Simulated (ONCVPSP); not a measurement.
# Pt (Z = 78), ONCV: configuration errors across variants

platinum (Pt), optimised norm-conserving Vanderbilt (ONCV), made with ONCVPSP 4.0.1 (LDA (Perdew-Wang 92), scalar-relativistic). Core [Kr] 4d10, reference 4f14 5s2 5p6 5d9.5 6s0.5. Waves: 5s+6s: rc 1.50 bohr, ncon 4, nbas 9, qcut 8.3 1/bohr, 2 projectors; 5p: rc 1.60 bohr, ncon 4, nbas 8, qcut 10.8 1/bohr, 2 projectors, debl 0.5 Ha; 5d: rc 2.10 bohr, ncon 5, nbas 10, qcut 8 1/bohr, 2 projectors, debl 0.6 Ha; 4f: rc 0.80 bohr, ncon 4, nbas 9, qcut 18.8 1/bohr, local. Local part: the f channel. Core correction: none.

In the p channel the program set the typed energies aside and used -2.026, 0.250 Ha.

All-electron excitation energies from the reference (eV): (1) 4f14 5s2 5p6 5d9 6s1 0.089; (2) 4f14 5s2 5p6 5d9 6s0 9.626; (3) 4f14 5s2 5p6 5d8 6s0 29.885; (4) 4f14 5s2 5p6 5d9 6s0.5 3.945.

2 further variants failed, have other tests or too few solved ones, and are left out.

A true bound ghost makes a file unfit for plane-wave use even where its test errors are small: the radial tests pick states by their node count and pass the ghost by.

Errors AE − PS in meV (a dash: test not solved or not reliable):

| change | (1) | (2) | (3) | (4) | bound ghosts | GHOST(+) flags above zero |
| --- | --- | --- | --- | --- | --- | --- |
| base | +1.3 | -1.8 | -4.8 | +0.2 | s, p | s, d |
| s: qcut 5.5; p: qcut 7.2; d: qcut 5.3; f: qcut 12.5 | +2.1 | -2.1 | -0.8 | +0.6 | s, p | s, d |
| s: qcut 6.3; p: qcut 8.2; d: qcut 6.1; f: qcut 14.3 | +1.6 | -1.9 | -2.7 | +0.4 | s, p, d | s |
| s: qcut 6.9; p: qcut 8.9; d: qcut 6.6; f: qcut 15.5 | +1.4 | -1.8 | -3.6 | +0.4 | s, p | s, d |
| s: qcut 7.7; p: qcut 10; d: qcut 7.4; f: qcut 17.4 | +1.3 | -1.8 | -4.4 | +0.3 | s, p | d |
| s: qcut 8.9; p: qcut 11.6; d: qcut 8.6; f: qcut 20.1 | +1.2 | -2.0 | -5.5 | +0.1 | s, p | s, d |
| s: qcut 10.3; p: qcut 13.3; d: qcut 9.9; f: qcut 23.2 | +1.8 | -1.3 | -3.6 | +0.6 | s, p, d | s, p |

(1) Give the same row for: s: qcut 9.3; p: qcut 12.2; d: qcut 9; f: qcut 21.2.

## Answers

(1) +2.0, -0.8, -2.9, +1.1; bound ghosts: s, p, d; GHOST(+) flags above zero: s.
